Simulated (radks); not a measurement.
Task: All-electron atom: Ca+ in [Ar] 4s1. Method: non-relativistic Kohn-Sham, OLYP, spin-polarised, spherical densities, point nucleus; open shells are filled with parallel spins first; computed with a radial shooting solver on a logarithmic mesh with Libxc functionals. Some entries of the table are withheld. Estimate them.

orbital  occ.  eigenvalue (eV)  r(max) (bohr)  <1/r> (bohr^-1)
1s up       1        -3934.723        0.05082            19.53
1s down     1        -3934.686        0.05082            19.53
2s up       1        -418.7079         0.3021            4.013
2s down     1        -418.6768         0.3021            4.013
2p up       3        -342.4817         0.2476            3.939
2p down     3        -342.4469         0.2476            3.939
3s up       1         -53.7950         0.9990              (1)
3s down     1         -53.7008         0.9996              (2)
3p up       3         -35.0353          1.049              (3)
3p down     3         -34.9533          1.050              (4)
4s up       1          -9.0702          3.217           0.3548
3d up       0          -8.4133          1.235              (5)
3d down     0          -8.3770          1.240              (6)
4p up       0          -6.1019          3.735           0.2910

Result: 
(1) 3s up <1/r> (bohr^-1): 1.202
(2) 3s down <1/r> (bohr^-1): 1.201
(3) 3p up <1/r> (bohr^-1): 1.079
(4) 3p down <1/r> (bohr^-1): 1.078
(5) 3d up <1/r> (bohr^-1): 0.6983
(6) 3d down <1/r> (bohr^-1): 0.6997
